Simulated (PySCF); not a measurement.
Vertical excitations of a molecule CH11NSi4 from TDA-PBE/def2-SVPD run with PySCF, as energy in eV (oscillator strength): 4.73 (0.002), 4.86 (0.001), 4.98 (0.002), 5.13 (0.075), 5.22 (0.012), 5.30 (0.038). Lowest triplet (TDA): 4.47 eV. Geometry: PBE-D3(BJ)/def2-SVP. Other conformers were not sampled.

Pick the molecule that these values belong to.
A. C[Si@H]1[SiH2][SiH2][Si@@H]1N
B. C[Si@H]1[SiH2][SiH2]N1[SiH3]
C. [SiH3][SiH2][Si@H]1NC[SiH2]1
D. N[SiH2][SiH]1[SiH2]C[SiH2]1

D, N[SiH2][SiH]1[SiH2]C[SiH2]1
